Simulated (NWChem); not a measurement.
Species: CH$_{3}$OS, doublet; SMILES C[S]=O

Computed with NWChem. Spin-unrestricted. In the optimisation the excess spin sits in a" (Cs, its own frame). Geometry: optimised at B3LYP/6-31G* (spherical d), spin-unrestricted. No stability test was run on the SCF state. Level: M05-2X/def2-SVP with COSMO at NWChem's default radii, gas-phase geometry; rows give the dielectric constant. Reactions with the solvent are ignored.

```
dielectric constant  electrostatic solvation energy (kcal/mol)  dipole in solution (D)
-------------------  -----------------------------------------  ----------------------
1.5                                                       -1.7                    3.51
2.0                                                       -2.6                    3.68
3.9                                                       -4.1                    3.95
4.8                                                       -4.5                    4.01
25.0                                                      -5.7                    4.24
```
